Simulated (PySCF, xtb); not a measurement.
Si(F)2(SiH3)2 (F₂H₆Si₃), SMILES F[Si](F)([SiH3])[SiH3].

GFN2-xTB (xtb) at its own geometry gives an orbital gap of 3.55 eV and a dipole moment of 2.22 D.

The structure is a stationary point at ωB97X-D3(BJ)/def2-SVP.

**Question.** What does PBE/def2-TZVP in PySCF give? (An estimate is asked for; the answer gives what the named calculation found.)

**Answer.** gap 4.96 eV (levels -6.80 and -1.84 eV), dipole 1.64 D.
